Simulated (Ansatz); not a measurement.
Reaction (substitution at a C–Ge bond): `ClC[CH2][GeH3]` + HI → `ClCCI` + GeH₄

Computed with Ansatz on PBE0-D4/def2-TZVP structures; ΔE is electronic, products minus reactants. CBS: MP2 limit from def2 TZ/QZ plus the TZ coupled-cluster correction, frozen cores. DFT in def2-TZVPP. Elements past krypton have def2 core potentials. For Ge, I outer-core shells are correlated without core-valence functions, which leaves a few kJ/mol of doubt a bond. Scalar relativity is left out up to krypton. Each species was taken in one conformer, which may not be the lowest.

Task: Is it downhill or uphill in electronic energy at CCSD(T)/CBS, and by how much? (Best estimate.)

Result: Computed: Uphill: ΔE = +19.4 kJ/mol.

Task: What do these levels give: ωB97M-V, PBE, PBE0, HF/def2-TZVPP, MP2/CBS(def2), CCSD/CBS(def2)? (Best estimate.)

Result: Computed: ωB97M-V 23.8, PBE 15.8, PBE0 19.6, HF/def2-TZVPP 18.9, MP2/CBS(def2) 16.9, CCSD/CBS(def2) 21.1 kJ/mol.

Largest T1 diagnostic among the species: 0.012.

From PBE to PBE0 (25 % exact exchange), in def2-TZVPP and without D4, ΔE moves by +3.7 kJ/mol.
